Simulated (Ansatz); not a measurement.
Consider the ligand exchange at a Ge–O bond: `C#[C][Ge]([F])([F])[O]C` + H–F → `C#[C][Ge]([F])([F])[F]` + CH₃OH.

Calculated with Ansatz (gas phase, PBE0-D4/def2-TZVP geometries, no zero-point term in ΔE). CCSD(T)/CBS is the MP2 limit (def2-TZVPP, def2-QZVPP) plus CCSD(T) − MP2 in def2-TZVPP, frozen cores. This one scheme is used for every species. DFT in def2-TZVPP. HSE06 is defined as in plane-wave codes. For Ge outer-core shells are correlated without core-valence functions, which leaves a few kJ/mol of doubt a bond. Scalar relativity is left out up to krypton. Each species was taken in one conformer, which may not be the lowest.

```tsv
level	ΔE (kJ/mol)	difference from CCSD(T)/CBS
B97M-V	-25.6	-15.0
r2SCANh-D4	-20.2	-9.6
r2SCAN0-D4	-19.3	-8.7
HSE06-D4	-17.4	-6.8
BHLYP-D4	-17.8	-7.2
CAM-B3LYP-D4	-19.1	-8.5
PBE	-23.3	-12.7
r2SCAN0	-21.1	-10.5
RPA@PBE/def2-TZVPP	-14.1	-3.5
CCSD(T)/def2-SVP	-19.1	-8.5
HF/def2-TZVPP	-28.3	-17.7
CCSD/def2-TZVPP	-15.7	-5.1
CCSD(T)/def2-TZVPP	-13.6	-3.0
MP2/def2-QZVPP	-9.7	0.9
MP2/CBS(def2)	-7.9	2.7
CCSD/CBS(def2)	-12.7	-2.1
CCSD(T)/CBS	-10.6	0
```

Largest T1 diagnostic among the species: 0.013.

At CCSD(T), def2-SVP lies −8.5 kJ/mol from the extrapolated value and def2-TZVPP −3.0 kJ/mol. The D4 term adds +8.1 kJ/mol with B3LYP and +4.6 kJ/mol with PBE0; it sums over pairs of atoms, weighted by their polarisabilities, and B3LYP, whose exchange is more repulsive, gets the larger term.

B3LYP here is the variant with VWN-RPA as its local correlation; programs differ in this.
